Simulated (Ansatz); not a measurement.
Geometry optimisation, Ansatz, UKS PBE/def2-SVP.

Input file:

```yaml
crystal:
  periodic: [false, false, false]
  atoms:
    - { symbol: Mo, position_ang: [-0.002427, 0.002427, -0.02029] }
    - { symbol: Cl, position_ang: [-0.029509, 0.02951, 2.283311] }
    - { symbol: F, position_ang: [1.843763, -0.00068, -0.042577] }
    - { symbol: F, position_ang: [0.000942, 1.848451, -0.070546] }
    - { symbol: F, position_ang: [-1.848451, -0.000942, -0.070546] }
    - { symbol: F, position_ang: [0.00068, -1.843763, -0.042577] }
    - { symbol: F, position_ang: [0.005365, -0.005365, -1.873712] }
    - { symbol: H, position_ang: [0.029638, -0.029638, 4.856936] }
magnetization:
  spin_polarized: true
  initial_magnetization: 1
basis:
  gaussian: { orbitals: def2-SVP }
hamiltonian:
  xc: pbe
relax:
  f_tol: 0.03
  max_steps: 50
output:
  orbitals: {}
```

Launched with:

```bash
$ ansatz run input.yaml --threads 4 --pin off --max-ram 5120MiB --backend cpu --events-out ev --progress --plain --runs-dir out
```

Task: Where does it end, and by what steps?

Result: It converged. The force dipped under the threshold on the way, but the program's further checks kept it going. After 7 steps the energy has fallen by 0.044 eV; H8 moved furthest, 0.87 Å.

| step | energy less start (eV) | largest force component (eV/Å) | accepted |
| --- | --- | --- | --- |
| 0 | 0.0000 | 0.339 | yes |
| 1 | -0.0094 | 0.127 | yes |
| 2 | -0.0297 | 0.060 | yes |
| 3 | -0.0381 | 0.031 | yes |
| 4 | -0.0410 | 0.019 | yes |
| 5 | -0.0437 | 0.010 | yes |
| 6 | -0.0442 | 0.004 | yes |
| 7 | -0.0444 | 0.015 | yes |

```xyz
8
Properties=species:S:1:pos:R:3
Mo -0.011 0.011 -0.140
Cl -0.065 0.065 2.146
F 1.836 0.011 -0.138
F -0.010 1.856 -0.224
F -1.856 0.010 -0.224
F -0.011 -1.836 -0.138
F 0.032 -0.032 -1.991
H 0.084 -0.084 5.728
```

Whether the end is a true minimum wasn't checked by a vibrational analysis.

Run time: 41 s on 4 threads of Arm Neoverse V1, with other jobs on the host, peak memory 0.33 GiB.
